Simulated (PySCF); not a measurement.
**Levels of Zn⁺ from EOM-EA-GCCSD**

Reference: closed-shell Zn²⁺, [Ar] 3d10; one electron is added. Calculated with PySCF 2.14, two-component X2C-1e with screened spin-orbit coupling, x2c-TZVPPall-2c with one added diffuse shell each of s, p, d, f type (7s8p5d3f1g, 86 functions); frozen 1s2; of the others 106 kept and the rest restored at second order. No Breit or QED terms. Binding energies in eV.

| level | Koopmans |
| --- | --- |
| 4s1/2 | 16.775 |
| 4p1/2 | 11.239 |
| 4p3/2 | 11.144 |
| 5s1/2 | 6.711 |
| 4d3/2 | 5.799 |
| 4d5/2 | 5.793 |
| 5p1/2 | 4.573 |
| 5p3/2 | 4.517 |

Problem. How does correlation move these levels?

Solution. 4s1/2: second order 17.707, EOM-CCSD 17.743, NIST 17.964; 4p1/2: second order 11.745, EOM-CCSD 11.792, NIST 11.954; 4p3/2: second order 11.636, EOM-CCSD 11.682, NIST 11.845; 5s1/2: second order 6.912, EOM-CCSD 6.906, NIST 7.000; 4d3/2: second order 5.855, EOM-CCSD 5.875, NIST 5.949; 4d5/2: second order 5.848, EOM-CCSD 5.870, NIST 5.943; 5p1/2: second order 4.808, EOM-CCSD 4.815, NIST 5.397; 5p3/2: second order 4.751, EOM-CCSD 4.759, NIST 5.366.

Gaps of this size point to the basis (7s8p5d3f1g), which has few functions of high l to correlate and polarise the inner shells.

The highest levels are limited by the diffuse functions of the basis.
